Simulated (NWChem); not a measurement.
Molecule: CH$_{3}$BeF; SMILES [CH3][Be][F]

```xyz
6

Be    -0.0004     0.1531     0.0000
F     -0.0008     1.5304     0.0000
C      0.0001    -1.5257     0.0000
H      0.3832    -1.9276    -0.9427
H     -1.0078    -1.9280     0.1397
H      0.6251    -1.9275     0.8031
```
Atoms are numbered in this order, from 1.

Level: PBE0-D3(BJ)/def2-TZVP (NWChem), optimised geometry, unscaled harmonic frequencies. 

Task: List the harmonic frequencies with IR intensities, and the thermochemistry.

Result: 
```
frequency (cm⁻¹)  IR intensity (km/mol)
----------------  ---------------------
285                                38.0
285                                38.0
623                                 0.2
712                                97.8
712                                97.8
1229                                5.2
1399                              258.0
1444                                0.6
1444                                0.6
3041                                1.1
3120                                7.6
3120                                7.6
```

```yaml
zero_point_energy: 24.9 kcal/mol
thermal correction to the enthalpy at 298.15 K (with zero-point energy): 28.1 kcal/mol
heat capacity Cv: 12.4 cal/(mol K)
entropy at 298.15 K and 1 atm (symmetry number 3): 60.6 cal/(mol K)
dipole_moment: 1.31 D
```

Rigid rotor and harmonic oscillator.
